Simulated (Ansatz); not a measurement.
Species: sum formula H4SiNO2 (charge 0, doublet). It need not be the lowest isomer of its formula. 
Coordinates optimised at B3LYP-D3(BJ)/def2-TZVP (Ansatz, a quantum-chemistry and plane-wave program):
```
Si
O 1 1.6581
H 2 0.9607 1 116.46
O 1 1.6581 2 115.94 3 91.33
H 4 0.9607 1 116.46 2 -91.33
N 1 1.7058 2 104.19 3 -154.84
H 6 1.0069 1 121.19 2 42.02
H 6 1.0069 7 112.93 1 -155.97
```
Charge 0, spin multiplicity 2.

Atomisation energy built up term by term with Ansatz (kcal/mol; UHF references for open shells; valence terms freeze the core; atomic spin-orbit terms are left out). Basis-set limits of correlation are two-point, X^-3; Hartree-Fock from the larger set (for Q and 5 zeta extrapolated as (X+1)exp(-9√X)).

```json
[
 {"term": "Hartree-Fock", "basis": "CBS(cc-pV(Q+d)Z,cc-pV(5+d)Z)", "kcal/mol": "480.39"},
 {"term": "CCSD correlation", "basis": "CBS(cc-pV(Q+d)Z,cc-pV(5+d)Z)", "kcal/mol": "___"},
 {"term": "(T)", "basis": "CBS(cc-pV(Q+d)Z,cc-pV(5+d)Z)", "kcal/mol": "___"},
 {"term": "core correlation", "basis": "cc-pwCVTZ", "kcal/mol": "1.36"},
 {"term": "scalar relativity (X2C)", "basis": "cc-pVTZ-DK against cc-pVTZ", "kcal/mol": "-1.59"},
 {"term": "sum: De", "basis": "", "kcal/mol": "___"}
]
```

Q: Complete the blanks.

A: 
- CCSD correlation, kcal/mol: 215.37
- (T), kcal/mol: 14.15
- sum: De, kcal/mol: 709.7
